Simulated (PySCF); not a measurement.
# Dipole polarisabilities along the 4d series

Calculated with PySCF 2.14 for the ground configurations, without spin-orbit coupling: coupled response for Hartree-Fock and DFT. Mean α in bohr³, C₆ of like pairs in atomic units.

```json
{"species": "Zr [Kr] 4d2 5s2 (aug-cc-pVTZ-DK, spin-free X2C)", "α UHF": "194.3", "α PBE": "121.6", "α PBE0": "127.4", "α recommended (Schwerdtfeger and Nagle)": "112 ± 13", "C₆ UHF": "2517", "C₆ PBE": "1691", "C₆ PBE0": "1794"}
{"species": "Nb [Kr] 4d4 5s1 (aug-cc-pVTZ-PP with ECP28MDF, ECP)", "α UHF": "131.8", "α PBE": "91.20", "α PBE0": "96.06", "α recommended (Schwerdtfeger and Nagle)": "98 ± 8", "C₆ UHF": "1601", "C₆ PBE": "1019", "C₆ PBE0": "1086"}
{"species": "Mo [Kr] 4d5 5s1 (aug-cc-pVTZ-DK, spin-free X2C)", "α UHF": "107.7", "α PBE": "73.56", "α PBE0": "78.20", "α recommended (Schwerdtfeger and Nagle)": "87 ± 6", "C₆ UHF": "1192", "C₆ PBE": "765.8", "C₆ PBE0": "818.3"}
{"species": "Tc [Kr] 4d5 5s2 (aug-cc-pVTZ-DK, spin-free X2C)", "α UHF": "137.4", "α PBE": "86.12", "α PBE0": "91.52", "α recommended (Schwerdtfeger and Nagle)": "79 ± 10", "C₆ UHF": "1568", "C₆ PBE": "978.4", "C₆ PBE0": "1052"}
{"species": "Ru [Kr] 4d7 5s1 (aug-cc-pVTZ-DK, spin-free X2C)", "α UHF": "93.30", "α PBE": "58.17", "α PBE0": "62.53", "α recommended (Schwerdtfeger and Nagle)": "72 ± 10", "C₆ UHF": "890.4", "C₆ PBE": "535.9", "C₆ PBE0": "575.1"}
{"species": "Rh [Kr] 4d8 5s1 (aug-cc-pVTZ-DK, spin-free X2C)", "α UHF": "89.19", "α PBE": "53.52", "α PBE0": "58.02", "α recommended (Schwerdtfeger and Nagle)": "66 ± 10", "C₆ UHF": "804.9", "C₆ PBE": "463.0", "C₆ PBE0": "500.8"}
{"species": "Pd [Kr] 4d10 (aug-cc-pVTZ-DK, spin-free X2C)", "α UHF": "18.89", "α PBE": "26.55", "α PBE0": "23.47", "α recommended (Schwerdtfeger and Nagle)": "26.14 ± 0.1", "C₆ UHF": "124.9", "C₆ PBE": "173.9", "C₆ PBE0": "155.7"}
{"species": "Cd [Kr] 4d10 5s2 (aug-cc-pVTZ-PP with ECP28MDF, ECP)", "α UHF": "63.76", "α PBE": "46.69", "α PBE0": "49.91", "α recommended (Schwerdtfeger and Nagle)": "46 ± 2", "C₆ UHF": "611.8", "C₆ PBE": "415.2", "C₆ PBE0": "450.8"}
```

(1) Fill in the row of Ag [Kr] 4d10 5s1 (aug-cc-pVTZ-PP with ECP28MDF, ECP).

Hartree-Fock lacks correlation. All values carry a basis error, and heavy open shells lack spin-orbit coupling.

Answers

(1) α UHF 82.93; α PBE 46.31; α PBE0 51.03; α recommended (Schwerdtfeger and Nagle) 55 ± 8; C₆ UHF 683.3; C₆ PBE 355.5; C₆ PBE0 392.2.
